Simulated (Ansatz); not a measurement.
The pair A = NH3 (SMILES N) (first 4 atoms), B = CH4O (SMILES CO); geometry from B3LYP-D3(BJ)/def2-TZVP.
(charge 0, multiplicity 1):
```xyz
10

N      0.02240    -0.12360     0.07608
H     -0.34488    -0.95890    -0.36566
H     -0.35937     0.67723    -0.41446
H      1.02653    -0.11891    -0.06258
C      0.31849     0.01427     3.67509
O     -0.83321    -0.05520     2.86386
H      0.97512    -0.85742     3.54899
H     -0.00735     0.03977     4.71588
H      0.91248     0.91884     3.48585
H     -0.54920    -0.07773     1.92983
```

Correlated levels freeze the cores. MP2 and its Hartree–Fock in aug-cc-pVTZ are density fitted.

Codes used: Ansatz (Gaussian basis) for Hartree–Fock, density functionals and correlated methods. Values without a source in brackets are computed.

The counterpoise-corrected interaction energy is E(AB) − E(A in the pair's basis) − E(B in the pair's basis). Total energies (hartree):

```tsv
level	AB	A in the pair's basis	B in the pair's basis
HF/aug-cc-pVDZ	-171.2736250	-56.2059080	-115.0608379
MP2/aug-cc-pVDZ	-171.8380095	-56.4062179	-115.4219520
HF/aug-cc-pVTZ	-171.3184316	-56.2202909	-115.0911958
MP2/aug-cc-pVTZ	-172.0003986	-56.4608802	-115.5288625
CCSD(T)/aug-cc-pVDZ	-171.8920928	-56.4267281	-115.4557842
```

Problem. Work out the counterpoise-corrected interaction energy at the basis-set limit: extrapolate the MP2 correlation part as X⁻³, take Hartree–Fock from the larger set, and add the CCSD(T) − MP2 difference of aug-cc-pVDZ.

Solution. 
1. Differences (1 hartree = 627.509 kcal/mol): HF/aug-cc-pVDZ -4.317; MP2/aug-cc-pVDZ -6.174; HF/aug-cc-pVTZ -4.358; MP2/aug-cc-pVTZ -6.687; CCSD(T)/aug-cc-pVDZ -6.012.
2. Correlation parts, MP2 less HF: -1.858 in aug-cc-pVDZ (X = 2), -2.329 in aug-cc-pVTZ (X = 3).
3. Limit (3³·(-2.329) − 2³·(-1.858))/(3³ − 2³) = -2.527; with HF/aug-cc-pVTZ it gives -6.885.
4. CCSD(T) less MP2 in aug-cc-pVDZ: 0.163.
Result: -6.72 kcal/mol, against -6.17 at MP2/aug-cc-pVDZ. It is an estimate of this method's limit, not of the exact value.

Ansatz is a program for electronic structure.
